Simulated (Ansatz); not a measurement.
Ansatz (an electronic-structure program) input:
A basis named .json is the Basis Set Exchange file of that set.

Ansatz 0.2 input:
```yaml
crystal:
  periodic: [false, false, false]
  atoms:
    - {symbol: K, position_ang: [-0.00000000, -0.00000000, -1.27568738]}
    - {symbol: Cl, position_ang: [0.00000000, 0.00000000, 1.42576825]}
basis:
  gaussian:
    orbitals: def2-TZVPPD.json
    fitting: {mean_field: def2-universal-jkfit, correlation: def2-TZVPPD-RIFIT.json}
total_charge: 1
magnetization: {spin_polarized: true, initial_magnetization: 1}
correlation: {method: mp2, electrons: outside_noble_gas}
```

What final total energy does it print?

-1058.63459 Eh (RI-MP2/def2-TZVPPD). The basis has 87 functions.

This state (charge 1, doublet) is run at the relaxed geometry of the species with charge 0 and multiplicity 1.
